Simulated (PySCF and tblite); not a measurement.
The numbers below are computed, except where a source is named.
## Rearrangement: stationary points, barriers and rates

System: C₅H₄FN₃, numbered as in [CH:1]#[C:2][c:3]1[n:4][c:5]([CH2:6][F:7])[n:8][nH:9]1.

Motion: shift of H on N9 from N9 to N8. Level: PBE0/pcSseg-1 + D3(BJ) on B3LYP-D3(BJ)/def2-SVP stationary points, with GFN2-xTB thermal terms. Rates follow Eyring's equation with the number of equivalent paths and no tunnelling. Run with tblite and PySCF.

```tsv
point	symmetry	E(GFN2) kcal/mol	E(DFT) kcal/mol	ZPE change kcal/mol	lowest mode cm⁻¹	dipole D
start	C1	0.0	0.0	0.00	26	4.10
saddle	C1	46.3	54.9	-4.68	1709i	1.25
end	Cs	-0.2	-0.6	-0.08	33	1.93
```

| Property | Result |
| --- | --- |
| Electronic barrier | 54.9 kcal/mol |
| Barrier with zero-point energy | 50.2 kcal/mol |
| ΔH‡ (298 K) | 50.5 kcal/mol |
| ΔS‡ (298 K, symmetry apart) | 1.8 cal/(mol K) |
| Paths | 1 equivalent path |
| End point | a different minimum |
| Cost | 8.1 min on 1 thread of Arm Neoverse V1, shared host (rough), peak memory 0.87 GiB, launched as `OMP_NUM_THREADS=1 python ens_run.py task.json out` |

```
T/K  ΔG‡ kcal/mol     k s⁻¹  ΔG kcal/mol  k back s⁻¹
500          49.5  2.3×10⁻⁹         -0.5    2.9×10⁻⁹
```

ΔG and ΔG‡ leave out symmetry numbers and mirror images; rates count paths: 1 out, 2 back.

Tunnelling of the moving H, left out here, will speed the real process. In real samples such hydrogens mostly exchange between molecules or through solvent, far faster than by this path.
